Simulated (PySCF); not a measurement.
C4H11NSi, SMILES CC/N=C(\C)[SiH3].

Coordinates come from a r2SCAN-D4/def2-SVP optimisation. The structure was generated by enumeration; whether it is a known compound was not checked. One conformer was computed; it need not be the lowest.

Method: TDA-ωB97X/def2-SVPD (PySCF).

Vertical excitations. The molecule is in vacuum.

```tsv
state	energy (eV)	λ (nm)	f	main pairs
S1	4.53	274	0.003	HOMO→LUMO 96 %
S2	7.05	176	0.115	HOMO→LUMO+1 66 %, HOMO−1→LUMO 13 %
S3	7.33	169	0.001	HOMO−2→LUMO 85 %
S4	7.56	164	0.294	HOMO−1→LUMO 61 %, HOMO→LUMO+1 19 %
S5	7.83	158	0.062	HOMO→LUMO+3 73 %, HOMO−1→LUMO 13 %
S6	7.98	155	0.086	HOMO→LUMO+4 29 %, HOMO→LUMO+5 27 %, HOMO→LUMO+2 26 %
T1	3.70	335	0	HOMO→LUMO 95 %
T2	4.48	276	0	HOMO−1→LUMO 85 %
```
Triplets are in the Tamm–Dancoff approximation.
